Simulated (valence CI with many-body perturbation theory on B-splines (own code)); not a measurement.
Results of a calculation; reference values are marked as such.
Si⁹⁺: magnetic and hyperfine properties of the levels

Level of theory: relativistic CI+MBPT: three valence electrons over a frozen Dirac-Fock core [He], radial functions for each j: 11 s, 11 p, 9 d, 7 f, 5 g, 2 h, 1 i, with the one-electron correlation potential Σ1, the two-electron term Σ2, the three-electron term Σ3, Breit, model QED; selected CI, second order for the rest, scaled by the run's own slope (own B-spline code, finite nucleus).

No measured spectrum was set against this ion. As an estimate, levels of excited configurations hold to 0.05 to 0.15 % of their energy, terms of the ground configuration to about 0.5 %.

A/g_I is the dipole constant over the nuclear g factor μ/I (μ in nuclear magnetons, uniformly magnetised nucleus), B/Q the quadrupole constant per barn. Both hold the static response of the core; the bare values leave it out. Large factors of s and p1/2 electrons are usually good to 5 to 10 %; those of open d and f shells near neutrality can be off by tens of per cent, and small factors of p3/2, d and f electrons come from cancelling terms and can be off by a factor of two or in sign, in half-filled shells by more. B is blank for J = 1/2, where it vanishes, and for nearly pure S terms. Energies count from the lowest level.

Names give the largest LS component (configuration and term), which can be under half, so a name can repeat, a term be missing and a line seem to break the LS rules; names also repeat where a configuration has a term twice. Letters in brackets count levels of one name in rising energy.

```csv
Level,E (cm⁻¹),g,A/g_I (MHz),A/g_I bare,B/Q (MHz/b),B/Q bare
2s²2p ²P°_1/2,0,0.665,18600,18100,,
2s²2p ²P°_3/2,6988,1.333,3600,4000,6460,6520
2s2p² ⁴P_1/2,160880,2.669,31600,31600,,
2s2p² ⁴P_3/2,163360,1.734,14900,14900,5260,5310
2s2p² ⁴P_5/2,166920,1.600,15600,15600,-6610,-6670
2s2p² ²D_3/2,287910,0.799,-4470,-3850,9150,9240
2s2p² ²D_5/2,287930,1.200,18000,17400,13100,13200
2s2p² ²S_1/2,367850,1.961,61500,58400,,
2s2p² ²P_1/2,390240,0.706,11900,10900,,
2s2p² ²P_3/2,394220,1.333,-2620,-1570,-6670,-6730
2p³ ⁴S°_3/2,509270,2.000,-2060,-26.3,,
2p³ ²D°_3/2,575490,0.802,4480,4140,1100,1110
2p³ ²D°_5/2,575510,1.199,6010,6390,-132,-133
2p³ ²P°_1/2,646910,0.665,18800,17900,,
2p³ ²P°_3/2,647540,1.331,2860,3540,-889,-896
2s²3s ²S_1/2,1822000,2.002,17200,16500,,
2s²3p ²P°_1/2,1902500,0.665,4260,4140,,
2s²3p ²P°_3/2,1904300,1.334,1840,1920,1900,1920
2s²3d ²D_3/2,1979200,0.799,581,575,292,304
2s²3d ²D_5/2,1979700,1.200,168,173,414,430
2s2p3s ⁴P°_1/2,1992700,2.668,39100,37800,,
2s2p3s ⁴P°_3/2,1995000,1.733,24400,23700,-5520,-5570
2s2p3s ⁴P°_5/2,1999300,1.600,18600,18100,6910,6970
2s2p3s ²P°_1/2 [a],2031000,0.667,4100,4250,,
2s2p3s ²P°_3/2 [a],2035700,1.334,17300,17000,6700,6770
2s2p3p ²P_1/2 [a],2064200,0.384,-6980,-6600,,
2s2p3p ²P_3/2 [a],2066400,1.279,17800,17400,-3240,-3270
2s2p3p ⁴D_1/2,2068400,0.284,-14400,-14000,,
2s2p3p ⁴D_3/2,2069400,1.262,10700,10500,-1660,-1670
2s2p3p ⁴D_5/2,2070600,1.372,11600,11500,2550,2570
2s2p3p ⁴D_7/2,2074400,1.429,11300,11100,8700,8780
2s2p3p ⁴S_3/2,2085400,1.985,21100,20700,,
2s2p3p ⁴P_1/2,2095200,2.665,35400,34700,,
2s2p3p ⁴P_3/2,2097300,1.738,17000,16700,3700,3740
2s2p3p ⁴P_5/2,2099300,1.594,15200,15000,-3590,-3630
2s2p3p ²D_3/2 [a],2105500,0.803,777,812,6430,6490
2s2p3p ²D_5/2 [a],2110000,1.205,9890,9800,8510,8590
2s2p3d ⁴F°_3/2,2131300,0.404,-7400,-7100,2900,2930
2s2p3p ²S_1/2 [a],2132400,1.999,26400,26500,,
2s2p3d ⁴F°_5/2,2132700,1.032,4040,4000,2320,2350
```

Take the isotope of mass number 29, with I = 1/2, μ = -0.55505 μN. What is the hyperfine structure of 2s2p² ²D_3/2?

From the table A = 4970 MHz. Shifts from the centre of gravity in MHz: F = 1: -6210, F = 2: 3730.
